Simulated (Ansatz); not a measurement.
Born–Oppenheimer molecular dynamics of GeH₅S (7 atoms, charge 0, multiplicity 2). It starts at the highest image of a converged band. Of that band: A vibrational analysis at the climbing image gives one clearly imaginary mode, 1177i cm⁻¹, and a faint second one (32i cm⁻¹) that may be numerical noise or a soft torsion: probably a first-order saddle point.

Level of theory: Ansatz, UKS BHLYP/def2-mTZVP.

```yaml
ensemble: NVE (velocity Verlet)
time_step: 0.5 fs
steps_asked: 200
starting_velocities_drawn_for: 300 K
seed: 8409
```

First frame:

```xyz
7
Properties=species:S:1:pos:R:3
H -0.529 -0.484 -0.383
S -1.153 -1.531 -1.390
Ge 0.268 0.674 0.741
H 0.003 -1.558 -2.074
H -0.130 2.090 0.326
H -0.239 0.338 2.144
H 1.781 0.471 0.635
```

How far do the bonds stretch over the last three quarters of this one trajectory? (Pairs bonded in most of those frames.)


```
  bond  mean (Å)  spread (Å)  shortest  longest
 H1–S2     1.382       0.038      1.31     1.45
 S2–H4     1.346       0.020      1.32     1.38
Ge3–H5     1.534       0.037      1.48     1.59
Ge3–H6     1.534       0.023      1.50     1.57
Ge3–H7     1.534       0.032      1.48     1.58
```

Mean temperature of the second half: 462 K. The conserved energy stayed within 0.11 meV per atom of its start (net change 0.048 meV per atom), so the integration is sound. The system heated up, since it started high on the potential surface and ran downhill. A run of 0.1 ps of so small a system gives no equilibrium averages.

Run time: 2.3 min on 2 threads of AMD EPYC 9R45 96-Core Processor (Zen 5), on a shared host, peak memory 0.21 GiB.
